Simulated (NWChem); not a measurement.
Molecule: SnN₂H₆; SMILES [NH2][SnH2][NH2]

```xyz
9

Sn     0.2640    -0.0132    -0.0004
N     -0.8567    -1.7153     0.0738
N     -0.9541     1.6352    -0.0184
H      1.1603     0.1103     1.4524
H      1.2536    -0.1838    -1.3976
H     -1.6423    -1.6423     0.7181
H     -1.2326    -1.9882    -0.8324
H     -0.5011     2.4726     0.3438
H     -1.3325     1.8670    -0.9349
```
Atoms are numbered in this order, from 1.

Results from NWChem. STO-3G and 3-21G are far too small for this property and stand as cheap habits. Geometry: optimised at PBE0/def2-SVP. def2 effective core potentials on Sn; no spin-orbit coupling. Field at 589 nm.

Question: Among these, which level gives the lowest value of “anisotropy (bohr³)”?
A. B3LYP/def2-SVP (core potentials)
B. B3LYP/def2-SVPD (core potentials)
C. B3LYP/STO-3G (all-electron, non-relativistic)

Answer: A, B3LYP/def2-SVP (core potentials). Values: B3LYP/def2-SVP (core potentials) 7.3; B3LYP/STO-3G (all-electron, non-relativistic) 8.6; B3LYP/def2-SVPD (core potentials) 9.1
